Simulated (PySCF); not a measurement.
B(Br)(NH2)2 (BBrH4N2), SMILES NB(Br)N. Geometry: PBE0-D3(BJ)/def2-SVP. This is a generated structure with no PubChem entry under its InChIKey; it may be hypothetical. The values are those of a single conformer.

Calculation: PBE0-D3(BJ)/def2-SVP (PySCF 2.14.0).

Harmonic wavenumbers (cm⁻¹): 281, 311, 319, 361, 370, 502, 534, 578, 846, 929, 1224, 1440, 1581, 1609, 3651, 3656, 3766, 3767. Rotational constants (GHz): 8.971, 2.880, 2.180; symmetry number 2.

### Question
Work out the zero-point energy and the ideal-gas rigid-rotor harmonic-oscillator thermochemistry at 298.15 K and 1 atm.

### Answer
ZPE = ½ Σ hcν = ½ × 25727 cm⁻¹ = 36.78 kcal/mol. H − E(el) = 40.83 kcal/mol. Entropy in cal/(mol K): translation 40.33, rotation 24.77, vibration 8.48, total 73.58. G − E(el) = 18.89 kcal/mol. Cp = 20.96 cal/(mol K).
